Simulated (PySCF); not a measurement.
CH5FO2Si2. Atoms are numbered in the order given.

```xyz
11

O      1.4178     1.5376     0.3007
C      1.3117     0.4494    -0.2164
O      2.3627    -0.3198    -0.5264
Si    -0.4411    -0.2061    -0.6275
F     -0.4179    -1.8182    -0.8768
Si    -1.7453     0.3434     1.2210
H      3.1627     0.1668    -0.2563
H     -0.8579     0.4532    -1.8940
H     -3.0909    -0.2898     1.1069
H     -1.8919     1.8243     1.2783
H     -1.0655    -0.1507     2.4518
```

The structure is a stationary point at ωB97X-D3(BJ)/def2-SVP. The structure was generated by enumeration; whether it is a known compound was not checked. One conformer was computed; it need not be the lowest.

Calculation: PySCF with M06-2X/def2-TZVP.

ESP charges are fitted to the potential on shells at 1.4 to 2.0 van der Waals radii. Atomic charges (e):

| atom | ESP fit | IAO | Mulliken |
|---|---|---|---|
| O1 | -0.50 | -0.47 | -0.32 |
| C2 | 0.48 | 0.29 | 0.19 |
| O3 | -0.55 | -0.49 | -0.38 |
| Si4 | 0.45 | 0.95 | 0.51 |
| F5 | -0.27 | -0.55 | -0.34 |
| Si6 | 0.05 | 0.31 | 0.02 |
| H7 | 0.44 | 0.37 | 0.32 |
| H8 | -0.07 | -0.12 | -0.01 |
| H9 | -0.02 | -0.10 | -0.01 |
| H10 | -0.02 | -0.09 | 0.01 |
| H11 | -0.01 | -0.10 | 0.00 |

Computed Mayer and Wiberg (Löwdin basis) orders of the bonds:
```
bond     Mayer  Wiberg
-------  -----  ------
O1–C2     1.94    2.69
C2–O3     1.17    1.85
C2–Si4    0.86    1.00
Si4–F5    1.04    1.67
Si4–Si6   0.95    1.10
O3–H7     0.85    0.96
Si4–H8    0.94    0.91
Si6–H9    0.96    0.96
Si6–H10   0.95    0.96
Si6–H11   0.95    0.96
```
